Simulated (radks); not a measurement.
Excited configurations of the promethium ion Pm48+: one electron is placed in a higher orbital outside [Ne] 3s2. The ground configuration is [Ne] 3s2 3p1. Calculated with a radial shooting solver on a logarithmic mesh with Libxc functionals: Dirac Kohn-Sham, PBEsol, spin-unpolarised, spherical densities, point nucleus; open shells fill j = l - 1/2 first. Excitation = E - E(ground); binding = E(ion) - E, where the ion is the core of charge +49; n* = 49/sqrt(2 binding) in atomic units. These energies are relativistic, and a one-electron ion of charge +49 with no core already has n* below n in this formula (Dirac formula, point nucleus: 4p1/2 3.946, 4d3/2 3.980, 4f5/2 3.991, 5d3/2 4.977, 5f5/2 4.988, 6p1/2 5.942, 6d3/2 5.976, 6f5/2 5.987, 7f5/2 6.985). The quantum defect is therefore taken as that value minus n*, so that it holds no relativistic shift of the bare ion.

outer orbital  excitation (eV)  binding (eV)  quantum defect  eigenvalue (eV)
4p1/2                   1911.4        2259.6           0.144          -2234.8
4d3/2                   2035.9        2135.0           0.068          -2108.7
4f5/2                   2094.0        2076.9           0.025          -2045.8
5d3/2                   2814.0        1357.0           0.071          -1342.5
5f5/2                   2843.0        1328.0           0.028          -1312.5
6p1/2                   3198.7        972.27           0.145          -963.15
6d3/2                   3233.4        937.50           0.073          -928.27
6f5/2                   3249.6        921.33           0.032          -911.29
7f5/2                   3494.5        676.43           0.036          -669.55

The Delta-SCF ionisation energy is 4170.9 eV (NIST Atomic Spectra Database: 4166 eV, theoretical). Self-interaction in the functional shifts the binding energies and quantum defects, so they are the method's values and not measured ones. Spin polarisation and multiplet splitting are left out, so open shells lie too high by an amount that depends on their filling.

Beside tabulated values, note that spin-unpolarised runs miss the spin-polarisation part of the exchange energy of open shells.
